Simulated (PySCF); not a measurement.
Run record: excited-state job, `C=CC[BH-]1[NH2+][BH2-][NH2+]1`.

Method: TDDFT PBE0/def2-SVPD, vertical, gas phase, core orbitals frozen in the response (PySCF 2.14.0, density-fitted response routines). Geometry: GFN2-xTB. The command runs a driver script over a list of jobs; the input below is this job's line of settings and its coordinates in Å.

Command:
```bash
OMP_NUM_THREADS=1 python probes_run.py task.json out
```

Input:
```
{"job": {"kind": "uv", "xc": "PBE0", "basis": "def2-SVPD", "nstates": 8, "ntriplets": 3}, "charge": 0, "multiplicity": 1}
C     -2.300781     0.994054     0.281732
C     -1.682351    -0.173112     0.376990
C     -1.015228    -0.870705    -0.754955
B      0.592301    -0.564936    -0.805840
N      1.341126    -1.041664     0.507692
B      1.783297     0.469033     0.739814
N      0.906974     0.951168    -0.493381
H     -2.734710     1.488995     1.134979
H     -2.426172     1.490909    -0.668485
H     -1.593230    -0.641338     1.350726
H     -1.468077    -0.549631    -1.694721
H     -1.178617    -1.947182    -0.670543
H      1.131437    -0.950720    -1.790577
H      2.095689    -1.701060     0.372774
H      0.728335    -1.407373     1.224532
H      2.942895     0.616682     0.538188
H      1.395287     0.902304     1.774750
H      0.077287     1.470266    -0.222779
H      1.394734     1.473562    -1.208358
```

Output:
```
coarse grid: 15000 points
cycle   1  E = -280.1907955183  dE =  6.843e-01  |g| = 4.856e-01  |ddm| = 6.981e+00
cycle   2  E = -280.1894744507  dE =  1.321e-03  |g| = 5.205e-01  |ddm| = 2.378e+00
cycle   3  E = -280.2594932978  dE = -7.002e-02  |g| = 6.899e-02  |ddm| = 1.127e+00
cycle   4  E = -280.2604405421  dE = -9.472e-04  |g| = 3.367e-02  |ddm| = 2.216e-01
cycle   5  E = -280.2606968473  dE = -2.563e-04  |g| = 9.316e-03  |ddm| = 6.735e-02
cycle   6  E = -280.2607181885  dE = -2.134e-05  |g| = 3.145e-03  |ddm| = 2.109e-02
cycle   7  E = -280.2607205343  dE = -2.346e-06  |g| = 6.333e-04  |ddm| = 6.286e-03
final grid: 142488 points
cycle   8  E = -280.2904940660  dE = -6.927e-05  |g| = 9.973e-03  |ddm| = 2.514e-01
cycle   9  E = -280.2904822119  dE =  1.185e-05  |g| = 1.235e-02  |ddm| = 4.124e-02
cycle  10  E = -280.2905193294  dE = -3.712e-05  |g| = 1.237e-03  |ddm| = 2.135e-02
cycle  11  E = -280.2905196892  dE = -3.598e-07  |g| = 3.375e-04  |ddm| = 3.124e-03
cycle  12  E = -280.2905197153  dE = -2.609e-08  |g| = 1.260e-04  |ddm| = 7.966e-04
cycle  13  E = -280.2905197192  dE = -3.871e-09  |g| = 3.306e-05  |ddm| = 2.776e-04
cycle  14  E = -280.2905197194  dE = -2.588e-10  |g| = 5.639e-06  |ddm| = 8.531e-05
converged SCF energy = -280.2905197194

Static polarisability (au): isotropic 81.623, principal 73.239 78.568 93.063

Singlet excitations
state   eV       nm        f      main configurations
  1   6.3123    196.4   0.10667   H->L 0.84, H->L+1 0.10
  2   6.5879    188.2   0.08199   H->L+1 0.80
  3   6.8545    180.9   0.04953   H->L+2 0.89
  4   7.0147    176.7   0.01727   H-1->L 0.96
  5   7.2183    171.8   0.05849   H->L+3 0.54, H->L+4 0.33
  6   7.3613    168.4   0.02742   H->L+4 0.53, H->L+3 0.35
  7   7.4167    167.2   0.00409   H-2->L 0.52, H-1->L+1 0.35
  8   7.4536    166.3   0.00256   H-1->L+1 0.57, H-2->L 0.33

Triplet excitations (Tamm-Dancoff, eV): 4.3215 6.3253 6.7037
```

The SCF starts on a coarse grid where the log names one; the energy can jump when the final grid takes over, and dE then counts from the start density on the new grid. H and L stand for HOMO and LUMO; the number after each pair is its weight.

Task: Give S1 in cm⁻¹ and kJ/mol.

Result: 6.3123 eV × 8065.54 = 50912 cm⁻¹; × 96.485 = 609.0 kJ/mol.

Main results: HOMO -7.03 eV, LUMO 0.09 eV; lowest singlet 6.31 eV; lowest triplet 4.32 eV (Tamm–Dancoff); mean polarisability 81.6 au.

Task: How long does this job take on one thread, Arm Neoverse N1 (aarch64), shared host with 64 logical CPUs at a one-minute load of 59? And the peak memory of the process?

Result: About 83 s, with 0.89 GiB resident at the peak, the Python interpreter and its libraries included.

One conformer stands for the species.
Labels such as C1 count atoms from 1, the log's own numbers from 0.
